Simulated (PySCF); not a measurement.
C8H7FOS.
Numbering: `[CH3:1][S:2][c:3]1[cH:4][cH:5][c:6]([C:7](=[O:8])[F:9])[cH:10][cH:11]1` (hydrogens: H12, H13, H14 on C1; H15 on C4; H16 on C5; H17 on C10; H18 on C11)

The calculation used PBE0-D3(BJ)/def2-SVP geometry optimisation, gas phase (PySCF 2.14.0).

Q: What internal coordinates does the optimisation give?

A: 
| bond | length (pm) | order |
| --- | --- | --- |
| C1–S2 | 179.8 | single |
| S2–C3 | 175.2 | single |
| C3–C4, C3–C11 | 140.5 | aromatic |
| C4–C5, C10–C11 | 138.6 | aromatic |
| C5–C6, C6–C10 | 140.1 | aromatic |
| C6–C7 | 147.1 | single |
| C7=O8 | 118.8 | double |
| C7–F9 | 134.5 | single |
| C1–H12, C1–H13, C1–H14 | 109.9 | single |
| C4–H15, C11–H18 | 109.1 | single |
| C5–H16, C10–H17 | 109.2 | single |

Bonds in one row agree within 1 pm and their mean is given. Orders are formal, as drawn. A selection of angles:
| angle | degrees |
| --- | --- |
| C1–S2–C3 | 103.6 |
| S2–C3–C4 | 124.5 |
| S2–C3–C11 | 116.3 |
| C4–C3–C11 | 119.2 |
| C3–C4–C5 | 120.0 |
| C4–C5–C6 | 120.7 |
| C5–C6–C7 | 118.3 |
| C5–C6–C10 | 119.4 |
| C7–C6–C10 | 122.4 |
| C6–C7–O8 | 127.5 |
| C6–C7–F9 | 112.2 |
| O8–C7–F9 | 120.2 |
| C6–C10–C11 | 120.2 |
| C3–C11–C10 | 120.5 |

Dihedral angles: C1–S2–C3–C4 -1° (synperiplanar); C5–C6–C7–O8 0° (synperiplanar).

The 6-membered ring C3–C4–C5–C6–C10–C11 has internal angles of 119.2° to 120.7° (sum 720°, against 720° for a flat polygon); it is planar, 0.00 Å rms from its mean plane, widest ring torsion 0°. Of the pairs four or more bonds apart, C1···H15 is among the closest relative to their van der Waals radii: 2.55 Å, 88 % of the sum of Bondi's values. The 7 C–C bonds span 1.384 Å (C10–C11, aromatic) to 1.471 Å (C6–C7, drawn single), a spread of 0.087 Å. The 11 heavy atoms lie in one plane (0.007 Å rms). The C–S distances run from 1.752 Å (S2–C3, drawn single) to 1.798 Å (C1–S2, drawn single), a spread of 0.046 Å.

Point group: Cs (tolerance 0.08 Å). No PBE0-D3(BJ)/def2-SVP frequencies stand behind this structure, so it isn't proved a minimum. One conformer, not necessarily the lowest.

On one thread, Arm Neoverse V2 (aarch64), no GPU (shared host), this took 2.7 min and 0.87 GiB of memory at its peak. These figures are those of the optimisation.
